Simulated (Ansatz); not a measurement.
The first iterations of a band of ClF3Ge + H3Si (9 atoms, charge 0, multiplicity 2).

Method: UHF/def2-SVP in Ansatz 0.2.0.

```json
{
  "movable images": "7",
  "climbing image": "yes",
  "spring": "5.0 eV/Å²",
  "optimiser": "quadratic models (default)",
  "start path": "through a guess of the saddle point",
  "force threshold": "0.05 eV/Å",
  "iteration limit": "60",
  "end points": "relaxed"
}
```

Initial state:

```xyz
9
Properties=species:S:1:pos:R:3
Ge 0.000 0.000 -0.820
Cl 0.000 0.000 1.271
F 1.569 0.000 -1.433
F -0.784 1.358 -1.433
F -0.784 -1.359 -1.433
Si 0.000 0.000 6.086
H -0.762 -1.187 6.538
H 1.409 -0.067 6.538
H -0.647 1.253 6.538
```

Final state:

```xyz
9
Properties=species:S:1:pos:R:3
Ge 0.000 0.000 -0.632
Cl 0.000 0.000 3.330
F 1.571 0.000 -1.293
F -0.785 1.360 -1.293
F -0.785 -1.360 -1.293
Si 0.000 0.000 5.414
H -0.756 -1.177 5.874
H 1.397 -0.066 5.873
H -0.642 1.243 5.874
```

| iteration | highest image above the first end (eV) | largest band force component (eV/Å) |
| --- | --- | --- |
| 1 | 1.111 | 3.392 |
| 2 | 1.305 | 1.640 |
| 3 | 0.843 | 2.173 |
| 4 | 0.705 | 2.914 |
| 5 | 0.570 | 2.706 |

Does the band converge within its limit, and where does its top end?

The forces met the threshold. It ended after 15 iterations with the highest image 1.097 eV above the first end. Neighbouring images differ by up to 1.3 eV, so the band resolves the path poorly. A vibrational analysis at the climbing image gives one clearly imaginary mode, 563i cm⁻¹: a first-order saddle point.

Run time: 3.1 min on 4 threads of Arm Neoverse V1, on a shared host, peak memory 0.47 GiB.
